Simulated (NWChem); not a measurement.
Correlation energy of thiourea (CH4N2S)

SMILES: C(=S)(N)N
```xyz
8

N     -1.0965    -0.3517    -1.0488
C      0.0000     0.0000    -0.3153
N      1.0965     0.3517    -1.0488
S      0.0000     0.0000     1.3534
H     -1.1896    -0.0545    -2.0146
H     -1.9524    -0.4855    -0.5252
H      1.1896     0.0545    -2.0146
H      1.9524     0.4855    -0.5252
```
Charge 0, spin multiplicity 1.

Everything below was run with NWChem. The geometry was optimised at B3LYP/def2-SVP, a minimum by its harmonic frequencies. It is one conformer; others weren't searched.

Basis set: 6-311G**. Each correlation energy counts from its own Hartree-Fock reference.

The correlated methods keep 8 core orbitals frozen. The Pople sets run with spherical d functions. No row is a measurement; the coupled-cluster row has its own basis-set and correlation limits.

Problem. One of these methods gave a correlation energy of -623.3 mHa. Which?
A. SCS-MP2
B. CCSD
C. CR-CCSD[T]
D. MP2

Solution. D, MP2. The others give -607.4 (SCS-MP2), -652.8 (CCSD), -672.3 (CR-CCSD[T]).
